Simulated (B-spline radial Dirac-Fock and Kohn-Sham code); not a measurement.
Sb⁵⁺: non-radiative channels of the N1 vacancy

System: the Sb⁵⁺ ion, [Kr] 4d10, inside a Watson sphere of charge -5 and radius 1.8 Å (a model of the Madelung potential; inside it an electron's potential energy is raised by 40.0 eV).

Input of the calculation (task.json; shells as n, l, electrons):

```json
{"items": [{
  "Z": 51,
  "q": 5,
  "cfg": [[1, 0, 2], [2, 0, 2], [2, 1, 6], [3, 0, 2], [3, 1, 6], [3, 2, 10], [4, 0, 2], [4, 1, 6], [4, 2, 10]],
  "A": 121,
  "rrms": 4.6802,
  "watson": [-5, 1.8],
  "do": ["binding", "quiet", "decay"],
  "holes": ["K", "L1", "L2", "L3", "M1", "M2", "M3", "M4", "M5", "N1", "N2", "N3", "N4", "N5"]
}]}
```

Launch: `python xray_run.py task.json out`

Level of theory: independent-particle rates on relativistic LDA orbitals of the hole state (multipoles up to L = 3, Coulomb Auger matrix elements, transition energies from Dirac-Fock); a radial B-spline solver. Kinetic energies are configuration averages from the vacuum level; the two-hole energies are estimated from single-hole states.

```
transition  kinetic energy (eV)  width (meV)  share (%)
   N1-N4N4                50.42         34.7        3.2
   N1-N4N5                51.49          793       73.6
   N1-N5N5                52.99          250       23.2
```

Coster-Kronig rates are the weakest part of this model and often come out 1.5 to 2.5 times too large. The listed channels hold 100 % of the non-radiative rate. Summed by principal shells, of 1.08 eV in all: NNN 100.0 %.
